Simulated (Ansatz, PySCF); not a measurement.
C₄H₁₀Si₂, SMILES C=C[Si@H]1CC[SiH2]1.

The structure is a stationary point at PBE0-D3(BJ)/def2-SVP. The structure was generated by enumeration; whether it is a known compound was not checked. One conformer was computed; it need not be the lowest.

Vertical ionisation energy (IE) and electron affinity (EA) in eV. Rows of orbital energies are one-electron estimates. Where ΔSCF, EOM or ADC give a negative EA the extra electron is unbound and the value depends on the basis.

```csv
level,IE,EA
"−ε(HOMO), −ε(LUMO), M06-2X/def2-TZVP (PySCF)",8.01,-0.13
"−ε(HOMO), −ε(LUMO), PBE/def2-TZVP (PySCF)",6.01,1.68
"ΔSCF, CAM-B3LYP/def2-SVPD (Ansatz), final states of multiplicity 2 and 2",8.94,-0.97
"ΔSCF, PBE/def2-SVPD (Ansatz), final states of multiplicity 2 and 2",8.59,-0.68
```

### Question
What vertical singlet–triplet gap does ΔSCF give with CAM-B3LYP/def2-SVPD (Ansatz, an electronic-structure program) and with PBE/def2-SVPD (Ansatz)? (The exact figures need the calculation; the answer reports its results.)

### Answer
4.09 and 3.98 eV (triplet above singlet where positive).
